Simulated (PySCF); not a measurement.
Question: Give a PBE0-D3(BJ)/def2-SVP geometry of `C[C@@]1(F)CC=C1F`.

Answer: 
```xyz
13
C5H6F2 angstrom
C      1.5329    0.2332    0.4452
C      0.3406    0.0098   -0.4509
F      0.7930   -0.1853   -1.7377
C     -0.7093   -1.0548   -0.0055
C     -1.7041    0.0866    0.0941
C     -0.8085    0.9744   -0.3447
F     -0.8317    2.2717   -0.5628
H      2.2196   -0.6225    0.3672
H      1.2199    0.3476    1.4924
H      2.0711    1.1412    0.1363
H     -0.9057   -1.7886   -0.8017
H     -0.4723   -1.5798    0.9345
H     -2.7388    0.1453    0.4325
```

Any rigid rotation of these coordinates is as good. Atoms count from 1 in this order. The 2 C–F bonds span 1.316 Å (C6–F7, drawn single) to 1.378 Å (C2–F3, drawn single), a spread of 0.062 Å. The C–C distances run from 1.335 Å (C5=C6, drawn double) to 1.560 Å (C2–C4, drawn single), a spread of 0.225 Å. The 4-membered ring C2–C4–C5–C6 has internal angles of 84.4° to 96.3° (sum 360°, against 360° for a flat polygon); it is almost planar, 0.02 Å rms from its mean plane, widest ring torsion 3°.

Bonds between heavy atoms (Å): C1–C2 1.508, C2–F3 1.378, C2–C4 1.560, C4–C5 1.517, C5=C6 1.335, C6–F7 1.316, C2–C6 1.504.

Method used: PBE0-D3(BJ)/def2-SVP geometry optimisation, gas phase (PySCF).

Point group: C1 (no symmetry element, even within 0.4 Å). No frequency check.

Hardware: Arm Neoverse V1, one thread, no GPU, on a shared host. Cost: 53 s of wall time, 0.51 GiB resident at most. That covers the optimisation of the geometry.
